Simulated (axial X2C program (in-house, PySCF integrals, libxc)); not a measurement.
## ZrC⁺: properties at the nuclei

Computed with an axial X2C code built on PySCF integrals: two-component X2C with atomic mean-field Coulomb and Gaunt terms, Gaussian nuclei, basis Zr dyall-cv3z, C dyall-v3z with contracted cores.

R = 1.747 Å (near the PBE0 minimum at charge 1 of the determinant lowest at the starting distance; the state shown can have its own minimum elsewhere).

Determinant lowest in the PBE0 search, Ω = 1/2 (⟨Sz⟩ = 0.50, ⟨Lz⟩ = 0.00 at PBE0), spin on the atoms Zr 0.11, C 0.39:

```json
{"level": "PBE0", "Eeff magnitude (GV/cm)": "0.318", "Ws magnitude Zr (kHz)": "0.198", "A∥/gI Zr (MHz)": "-47.6", "qzz Zr (a.u.)": "-2.56", "A∥/gI C (MHz)": "198", "qzz C (a.u.)": "0.28"}
{"level": "HF", "Eeff magnitude (GV/cm)": "1.22", "Ws magnitude Zr (kHz)": "0.958", "A∥/gI Zr (MHz)": "137", "qzz Zr (a.u.)": "-2.15", "A∥/gI C (MHz)": "253", "qzz C (a.u.)": "0.07"}
{"level": "TPSSh", "Eeff magnitude (GV/cm)": "0.177", "Ws magnitude Zr (kHz)": "0.0655", "A∥/gI Zr (MHz)": "19", "qzz Zr (a.u.)": "-2.62", "A∥/gI C (MHz)": "213", "qzz C (a.u.)": "0.29"}
{"level": "BP86", "Eeff magnitude (GV/cm)": "0.0687", "Ws magnitude Zr (kHz)": "0.017", "A∥/gI Zr (MHz)": "45.7", "qzz Zr (a.u.)": "-2.89", "A∥/gI C (MHz)": "208", "qzz C (a.u.)": "0.33"}
{"level": "r2SCAN", "Eeff magnitude (GV/cm)": "0.219", "Ws magnitude Zr (kHz)": "0.106", "A∥/gI Zr (MHz)": "10.6", "qzz Zr (a.u.)": "-2.51", "A∥/gI C (MHz)": "226", "qzz C (a.u.)": "0.28"}
```

Determinant 0.99 eV from it at PBE0 and this distance, Ω = 3/2 (⟨Sz⟩ = 0.50, ⟨Lz⟩ = 1.00 at PBE0), spin on the atoms Zr 0.19, C 0.31:

```tsv
level	Eeff magnitude (GV/cm)	Ws magnitude Zr (kHz)	A∥/gI Zr (MHz)	qzz Zr (a.u.)	A∥/gI C (MHz)	qzz C (a.u.)
PBE0	0.00684	0.0412	76.5	-3.22	39.4	-0.46
HF	0.117	0.108	-485	-2.88	119	-0.14
TPSSh	0.0451	0.027	77.7	-3.35	38.1	-0.49
BP86	0.0121	0.0323	72.7	-3.69	42.2	-0.49
r2SCAN	0.0819	0.0735	109	-3.34	43.8	-0.52
```

Eeff is the effective electric field on the electron electric dipole moment in this Ω state and Ws the scalar–pseudoscalar constant of the nucleus named (defined with the proton number Z and per Ω); A∥ (defined per Ω) follows by multiplying with gI = μI/(I μN); qzz is the electric field gradient, eQq0 = 234.96 MHz × Q/barn × qzz. The operators were transformed with the bare-nucleus X2C matrices; with these basis sets, hyperfine constants and field gradients can be off by tens of per cent, and where levels differ in sign neither size nor sign is settled.

Problem. With Q(91Zr) = -0.176 barn, gI(13C) = 1.4048 (g factors from the IAEA table of nuclear moments by Stone; Q from Pyykkö, Mol. Phys. 2018), turn the PBE0 values of the first state into constants in MHz.

Solution. eQq0(91Zr) = 234.96 × (-0.176) × (-2.56) = 106 MHz; A∥(13C) = 198 × 1.4048 = 278 MHz.

Each state is one determinant with collinear spin. Unrestricted Hartree–Fock can overshoot spin polarisation at the nuclei. In the state Ω = 3/2 the sign of Eeff differs between levels (HF, r2SCAN against PBE0). Where Eeff spreads by more than a factor of two the levels disagree and none is to be relied on. The search compared states at one distance, so a state with another bond length can lie lower. The sign of Ws at Zr differs between levels in the first state. Further determinants of the search, some of them spin-mixed, are not shown. Where a field gradient or hyperfine factor spreads by more than a factor of two over the levels, a constant derived from it is not to be relied on. PBE0 term energies can be off by some tenths of an eV.
